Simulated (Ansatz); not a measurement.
`C=NB[SiH3]` and `C=NB(F)[SiH3]` differ in one atom or group.

Ansatz, PBE0-D4/def2-TZVP geometries, multiplicity 1. Each molecule was computed in one conformer, which needn't be the lowest.

```
                                        property  `C=NB[SiH3]`
             HOMO–LUMO gap (PBE/def2-TZVPP) / eV          4.53
             LUMO energy (B3LYP/def2-TZVPP) / eV         -1.30
              HOMO energy (PBE0/def2-TZVPP) / eV         -7.70
size of the dipole moment (B3LYP/def2-TZVPP) / D          2.39
            HOMO–LUMO gap (PBE0/def2-TZVPP) / eV          6.65
           HOMO–LUMO gap (B3LYP/def2-TZVPP) / eV          6.22
```

What does the change do to each property? (Estimate.)

The calculation gave: 
```json
{"property": "HOMO–LUMO gap (PBE/def2-TZVPP) / eV", "`C=NB(F)[SiH3]`": "4.00", "shift": "-0.53"}
{"property": "LUMO energy (B3LYP/def2-TZVPP) / eV", "`C=NB(F)[SiH3]`": "-1.75", "shift": "-0.45"}
{"property": "HOMO energy (PBE0/def2-TZVPP) / eV", "`C=NB(F)[SiH3]`": "-7.94", "shift": "-0.24"}
{"property": "size of the dipole moment (B3LYP/def2-TZVPP) / D", "`C=NB(F)[SiH3]`": "3.07", "shift": "0.68"}
{"property": "HOMO–LUMO gap (PBE0/def2-TZVPP) / eV", "`C=NB(F)[SiH3]`": "6.42", "shift": "-0.23"}
{"property": "HOMO–LUMO gap (B3LYP/def2-TZVPP) / eV", "`C=NB(F)[SiH3]`": "5.97", "shift": "-0.25"}
```

With PBE0 the HOMO falls by 0.24 eV and the LUMO falls by 0.45 eV, so the gap narrows by about 0.21 eV. PBE moves the HOMO by 0.03 eV and ωB97M-V by -0.47 eV. Dipoles are sizes alone; their direction can turn.

B3LYP here is the variant with VWN-RPA as its local correlation; programs differ in this.
